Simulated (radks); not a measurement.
Q: Coulomb parameter of the 4d shell of neutral niobium in the model configuration [Kr] 4d4 5s1, as a second difference U = [E(n + 0.25) + E(n - 0.25) - 2 E(n)] / (0.25)^2 with all orbitals relaxed. "Bare": the charge of the atom changes with n. "Screened": the 5s shell takes up the change at fixed total charge, which measures U(4d,4d) + U(5s,5s) - 2 U(4d,5s). All-electron calculation, scalar-relativistic Kohn-Sham, PBE, spin-unpolarised, spherical densities, finite nucleus; Fermi nuclear charge, rms radius 4.324 fm. Program: a radial shooting solver on a logarithmic mesh with Libxc functionals. Estimate both.

A: U(bare) = 7.029 eV, U(screened by 5s) = 0.753 eV, against the Slater integral F0(4d,4d) = 11.381 eV with frozen orbitals. The step up makes a negative ion, whose loosely bound charge lowers the bare value.
